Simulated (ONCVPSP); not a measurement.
**Plane-wave convergence, ONCV potential for antimony**

- Element: antimony
- Generator: ONCVPSP 4.0.1
- Type: optimised norm-conserving Vanderbilt (ONCV)
- Functional: PBE
- Relativity: scalar-relativistic
- Frozen core: [Ar] 3d10
- Valence charge: 23
- Reference configuration: 4s2 4p6 4d10 5s2 5p2 (charge +1)
- Partial waves: 4s+5s: rc 1.45 bohr, ncon 4, nbas 8, qcut 10.3 1/bohr, 2 projectors; 4p+5p: rc 1.35 bohr, ncon 4, nbas 7, qcut 12.2 1/bohr, 3 projectors, debl 4 Ha; 4d: rc 1.35 bohr, ncon 4, nbas 9, qcut 11.2 1/bohr, 3 projectors, debl 3.4 Ha
- Local potential: polynomial inside 0.95 bohr (lpopt 5, dvloc0 0 Ha)
- Core correction: none

Question: For each optimised wave give the share of its norm inside rc, the residual kinetic energy above qcut (Ha) and the cutoffs (Ha) for errors of 10, 1, 0.1 and 0.01 mHa per electron.

Answer:

```csv
wave,norm inside rc,residual KE,10 mHa,1 mHa,0.1 mHa,0.01 mHa
4s,0.981,6.3e-08,25.0,32.8,39.1,44.0
5s,0.141,2.4e-07,23.1,32.9,40.3,45.8
4p,0.938,1.1e-07,19.6,36.8,49.4,58.1
5p,0.052,2.9e-08,15.9,22.9,46.6,57.1
p projector 3,0.060,2.3e-07,18.5,39.7,53.8,63.1
4d,0.809,8.6e-07,36.2,44.8,51.6,57.2
d projector 2,0.055,8.0e-07,31.7,41.8,50.1,56.8
d projector 3,0.067,4.6e-06,36.0,45.9,54.2,60.7
```

The occupied waves need 45 Ha and 52 Ha for 1 and 0.1 mHa.
